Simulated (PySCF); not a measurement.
Job file and geometry (Å, from GFN2-xTB) of an NMR shielding run on `C=C[Si]1(OCC)C[SiH2]C1`, C6H14OSi2, GIAO PBE0/pcSseg-1 NMR shielding, non-relativistic, gas phase (PySCF 2.14.0, density-fitted response routines); density fitting, a coarse starting grid and PySCF grid level 2 are the driver's defaults:

```
$ OMP_NUM_THREADS=1 python probes_run.py task.json out

{"job": {"kind": "nmr", "xc": "PBE0", "basis": "pcSseg-1"}, "charge": 0, "multiplicity": 1}
C     -1.322518     2.908483    -0.099154
C     -0.244707     2.152586     0.040290
Si    -0.287530     0.271111     0.170829
O      1.161022    -0.369344     0.547443
C      2.340145    -0.324968    -0.207773
C      3.304579    -1.391247     0.287601
C     -1.580545    -0.450242     1.376510
Si    -2.586015    -1.188532    -0.072114
C     -1.230864    -0.567882    -1.277643
H     -2.306653     2.471623    -0.155475
H     -1.278577     3.985523    -0.162808
H      0.721400     2.641689     0.094992
H      2.791434     0.670155    -0.110842
H      2.108021    -0.487706    -1.266568
H      4.215615    -1.372027    -0.304608
H      3.551384    -1.215290     1.331270
H      2.843348    -2.371577     0.202094
H     -1.191090    -1.182771     2.075779
H     -2.107108     0.298031     1.960359
H     -3.878762    -0.531076    -0.282958
H     -2.764558    -2.641717    -0.035527
H     -0.679713    -1.369857    -1.763409
H     -1.583058     0.092020    -2.065271
```

Problem. Write the output of this run.

Solution. 
```
coarse grid: 19536 points
cycle   1  E = -890.4127072207  dE =  9.090e-01  |g| = 8.263e-01  |ddm| = 4.289e+00
cycle   2  E = -890.2888283094  dE =  1.239e-01  |g| = 1.139e+00  |ddm| = 1.772e+00
cycle   3  E = -890.5551373786  dE = -2.663e-01  |g| = 1.471e-01  |ddm| = 1.211e+00
cycle   4  E = -890.5592183738  dE = -4.081e-03  |g| = 3.942e-02  |ddm| = 1.477e-01
cycle   5  E = -890.5595613465  dE = -3.430e-04  |g| = 1.072e-02  |ddm| = 4.369e-02
cycle   6  E = -890.5595900411  dE = -2.869e-05  |g| = 3.016e-03  |ddm| = 1.418e-02
cycle   7  E = -890.5595922986  dE = -2.258e-06  |g| = 3.736e-04  |ddm| = 2.955e-03
final grid: 177520 points
cycle   8  E = -890.6236130098  dE = -3.352e-05  |g| = 1.187e-02  |ddm| = 2.707e-02
cycle   9  E = -890.6235862350  dE =  2.677e-05  |g| = 1.675e-02  |ddm| = 2.103e-02
cycle  10  E = -890.6236429585  dE = -5.672e-05  |g| = 1.830e-03  |ddm| = 1.306e-02
cycle  11  E = -890.6236436446  dE = -6.861e-07  |g| = 2.099e-04  |ddm| = 1.748e-03
cycle  12  E = -890.6236436529  dE = -8.311e-09  |g| = 6.899e-05  |ddm| = 2.516e-04
cycle  13  E = -890.6236436539  dE = -9.097e-10  |g| = 3.316e-05  |ddm| = 8.817e-05
cycle  14  E = -890.6236436541  dE = -2.744e-10  |g| = 8.381e-06  |ddm| = 3.397e-05
converged SCF energy = -890.6236436541

GIAO shielding tensors (ppm)
atom      isotropic    diamagn.    paramagn.     s11        s22        s33       span
  0 C       45.030     254.662    -209.631    -83.714     48.153    170.652    254.366
  1 C       40.614     265.619    -225.005    -78.800     28.720    171.921    250.721
  2 Si     348.204     883.956    -535.752    314.252    331.440    398.922     84.670
  3 O      277.281     401.783    -124.502    250.266    276.699    304.878     54.611
  4 C      126.317     244.311    -117.994     96.562    114.790    167.600     71.038
  5 C      166.189     246.246     -80.057    148.308    164.192    186.066     37.758
  6 C      180.361     261.718     -81.357    157.876    178.952    204.254     46.378
  7 Si     400.349     881.909    -481.560    370.082    404.056    426.911     56.829
  8 C      181.198     262.186     -80.988    162.102    178.036    203.456     41.354
  9 H       25.712      33.150      -7.438     21.986     24.476     30.673      8.687
 10 H       25.114      28.838      -3.724     22.275     24.390     28.678      6.403
 11 H       25.000      33.476      -8.476     22.150     24.219     28.631      6.481
 12 H       27.645      31.039      -3.393     21.667     28.367     32.901     11.234
 13 H       27.799      32.374      -4.575     22.500     28.751     32.145      9.645
 14 H       30.703      26.719       3.983     26.707     27.564     37.836     11.130
 15 H       30.099      28.793       1.306     26.481     28.286     35.529      9.049
 16 H       30.228      29.934       0.294     26.128     29.299     35.256      9.128
 17 H       30.841      33.607      -2.765     26.707     28.398     37.419     10.711
 18 H       31.140      32.959      -1.820     27.568     28.068     37.783     10.215
 19 H       27.164      30.090      -2.926     24.485     24.620     32.389      7.904
 20 H       27.042      29.775      -2.733     24.045     24.300     32.782      8.736
 21 H       30.879      34.307      -3.429     26.660     28.839     37.137     10.477
 22 H       31.240      33.718      -2.478     27.495     28.221     38.004     10.508
```

Size and cost of the density-fitted run: 237 basis functions, 3.3 min wall time (2.4 min CPU) on 1 thread of an Intel Xeon, shared host; peak memory 1.1 GiB.
